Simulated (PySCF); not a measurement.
**F²⁺ (fluorine, charge +2) across methods**

[He] 2s2 2p2 3d1, one real determinant (an excited configuration). All numbers are calculated (PySCF 2.14, scalar relativity by spin-free X2C-1e, in x2c-QZVPPall with one added diffuse shell each of s, p, d, f type (8s5p4d3f1g, 73 functions)).

```tsv
method	E (hartree)	mean ε 2s β (eV)	mean ε 2p α (eV)	mean ε 3d α (eV)	Σ⟨r²⟩ (bohr²)	⟨S²⟩
PBE0	-96.0580	-78.831	-67.226	-11.957	11.11	3.751
HSE06	-96.0669	-78.394	-66.804	-11.576	11.11	3.751
r2SCANh	-96.0911	-77.741	-66.421	-11.450	11.16	3.752
LDA	-95.4633	-75.989	-63.647	-11.060	11.03	3.751
PBE	-96.0530	-76.266	-63.779	-11.342	11.09	3.751
M06-L	-96.1289	-77.079	-64.832	-11.392	11.18	3.751
r2SCAN0	-96.0899	-79.148	-68.254	-11.820	11.15	3.752
r2SCAN	-96.0920	-76.803	-65.200	-11.203	11.17	3.752
```

Problem. Estimate the same row for UHF.

Solution. E (hartree) = -95.90570; mean ε 2s β (eV) = -84.816; mean ε 2p α (eV) = -76.917; mean ε 3d α (eV) = -13.404; Σ⟨r²⟩ (bohr²) = 11.24; ⟨S²⟩ = 3.753.

⟨L²⟩ = 7.99 against 12 for a pure F term, so this real determinant mixes terms. The outer electron is Rydberg-like, and this basis confines it to a smaller radius and binds it less than a complete one would.
